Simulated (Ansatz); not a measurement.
These are frozen-core CCSD(T)/def2-TZVPP run with Ansatz (a first-principles code) values and carry that method's errors.

Ansatz 0.2 input:
```yaml
crystal:
  periodic: [false, false, false]
  atoms:
    - { symbol: I, position_ang: [0.0, 0.0, 0.0] }
basis:
  gaussian: { orbitals: def2-TZVPP }
correlation:
  method: ccsd_t
magnetization:
  spin_polarized: true
  initial_magnetization: 1
```

Output:

```
Functional definition: HF
336 factors; integrals over basis functions are off by at most 1.8e-4 eV
mean field evaluation 1: about -8072.3084 eV, gradient 4.7e0 eV
mean field evaluation 2: about -8072.3088 eV, gradient 4.7e0 eV
mean field evaluation 4: about -8072.4861 eV, gradient 4.6e-1 eV
mean field evaluation 8: about -8072.4909 eV, gradient 5.2e-3 eV
mean field evaluation 16: about -8072.4874 eV, gradient 5.8e-1 eV
mean field evaluation 32: about -8072.4908 eV, gradient 3.1e-3 eV
mean field evaluation 64: about -8072.4908 eV, gradient 2.0e-2 eV
mean field -8072.49085288 eV, -296.6585671125 hartree, gradient 5.2e-6 eV, S^2 0.759764; 4 other end points of the search recorded, 0 dependent functions left out
4 core orbitals not correlated
reference -8072.49085288 eV, -296.6585671125 hartree; 9, 8 occupied and 37, 38 virtual orbitals, 336 factors
second order -12.71019879 eV of doubles, -0.00000000 eV of singles
cycle   1  -11.86552547 eV  change    8.4e-1 eV  update   5.5e-2
cycle   2  -12.12968206 eV  change   -2.6e-1 eV  update   1.3e-2
cycle   3  -12.13707144 eV  change   -7.4e-3 eV  update   4.8e-3
cycle   4  -12.13517709 eV  change    1.9e-3 eV  update   8.9e-4
cycle   5  -12.13570150 eV  change   -5.2e-4 eV  update   1.6e-4
cycle   6  -12.13563482 eV  change    6.7e-5 eV  update   4.5e-5
cycle   7  -12.13563699 eV  change   -2.2e-6 eV  update   1.1e-5
perturbative correction -0.19453701 eV, -0.0071491031 hartree
Total energy: -8084.82102687 eV, -297.1116926491 hartree
```

Cost: roughly 3 core-seconds.
